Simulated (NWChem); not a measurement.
System meant: CH$_{4}$F$_{2}$Si; SMILES F[SiH](C)F

The following NWChem deck was run.

```
start job
memory heap 200 mb stack 900 mb global 1100 mb
geometry units angstroms noautoz
  Si    -0.000174    -0.064445     0.335910
  C     -0.000562     1.690257    -0.236981
  F     -1.295841    -0.829825    -0.256373
  F      1.295295    -0.829658    -0.256993
  H      0.000162    -0.247281     1.806185
  H     -0.891872     2.220840     0.131751
  H      0.892461     2.220278     0.128393
  H     -0.002603     1.736897    -1.336849
end
basis spherical
  * library def2-svp
end
dft
  xc xpbe96 cpbe96
  iterations 4
  mulliken
end
task dft energy
```

End of the output:

```
    Atom       Charge   Shell Charges
 -----------   ------   -------------------------------------------------------
    1 Si  14    13.43   2.00  1.93  0.63  0.30  5.81  1.21  0.83  0.72
    2 C    6     6.26   1.96  0.59  0.34  1.90  1.42  0.04
    3 F    9     9.18   1.98  1.02  0.76  3.21  2.20  0.01
    4 F    9     9.18   1.98  1.02  0.76  3.21  2.20  0.01
    5 H    1     1.11   0.65  0.43  0.02
    6 H    1     0.95   0.62  0.26  0.07
    7 H    1     0.95   0.62  0.26  0.07
    8 H    1     0.95   0.62  0.26  0.07

 center of mass
 --------------
 x =  -0.02860433 y =  -0.17360949 z =   0.00000000

 moments of inertia (a.u.)
 ------------------
         494.141911094824           0.000009309947           0.000000000000
           0.000009309947         274.129152902317           0.000000000000
           0.000000000000           0.000000000000         301.305403311449

     Multipole analysis of the density
     ---------------------------------

     L   x y z        total         alpha         beta         nuclear
     -   - - -        -----         -----         ----         -------
     0   0 0 0     -0.000000    -21.000000    -21.000000     42.000000

     1   1 0 0      0.205132      0.102566      0.102566     -0.000000
     1   0 1 0      0.812600      0.406300      0.406300      0.000000
     1   0 0 1      0.000000      0.000000      0.000000      0.000000

     2   2 0 0    -21.849430    -25.542168    -25.542168     29.234905
     2   1 1 0     -0.391853      1.955789      1.955789     -4.303431
     2   1 0 1      0.000000      0.000000      0.000000      0.000000
     2   0 2 0    -21.771883    -86.809068    -86.809068    151.846253
     2   0 1 1     -0.000000     -0.000000     -0.000000      0.000000
     2   0 0 2    -24.023742    -68.800458    -68.800458    113.577175

 ------------------------------------------------------------------------
 dft energy failed                                                                                  0
 ------------------------------------------------------------------------
 ------------------------------------------------------------------------
  current input line :
    21: task dft energy
 ------------------------------------------------------------------------
 ------------------------------------------------------------------------
 This type of error is most commonly associated with calculations not reaching convergence criteria
 ------------------------------------------------------------------------
 For more information see the NWChem manual at https://nwchemgit.github.io

0:dft energy failed:Received an Error in Communication
```

Find the fault in this run and fix the input.

The run did not converge; its last values are not results. Cause: the SCF was allowed too few iterations. This input runs:
```
start job
memory heap 200 mb stack 900 mb global 1100 mb
geometry units angstroms noautoz
  Si    -0.000174    -0.064445     0.335910
  C     -0.000562     1.690257    -0.236981
  F     -1.295841    -0.829825    -0.256373
  F      1.295295    -0.829658    -0.256993
  H      0.000162    -0.247281     1.806185
  H     -0.891872     2.220840     0.131751
  H      0.892461     2.220278     0.128393
  H     -0.002603     1.736897    -1.336849
end
basis spherical
  Si library def2-svp
  C library def2-svp
  F library def2-svp
  H library def2-svp
end
dft
  xc xpbe96 cpbe96
  iterations 150
  mulliken
end
task dft energy
```
It converges to -529.14090 Ha (PBE/def2-SVP).
